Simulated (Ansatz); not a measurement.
`C[B-]1(O)OC(C(F)(F)F)=CC(C(F)(F)F)=[O+]1`. Total charge 0; spin multiplicity 1.

```xyz
21

C    -0.924    2.165   -0.773
B     0.270    1.604    0.095
O     1.134    2.534    0.645
O     1.095    0.561   -0.776
C     0.768   -0.651   -0.854
C     1.549   -1.441   -1.908
F     2.833   -1.497   -1.568
F     1.089   -2.686   -2.019
F     1.449   -0.851   -3.092
C    -0.153   -1.281   -0.032
C    -0.571   -0.539    1.062
C    -1.333   -1.199    2.213
F    -2.446   -0.526    2.475
F    -0.575   -1.210    3.306
F    -1.662   -2.455    1.919
O    -0.318    0.680    1.246
H    -1.571    1.381   -1.179
H    -1.547    2.831   -0.171
H    -0.538    2.747   -1.614
H     1.847    2.157    1.164
H    -0.397   -2.324   -0.141
```

Problem. Give the diagnostics of a CCSD(T)/def2-TZVPP run (frozen core, the Gaussian-basis code of Ansatz). (Estimate.)

Solution. The calculation gave: T1 = 0.0150, largest single amplitude 0.063, largest double 0.047, (T) share of the correlation energy 3.7 %, 12 CCSD cycles. The RHF solution is stable towards an unrestricted one. T1 lies under the customary mark of 0.02 for closed shells.
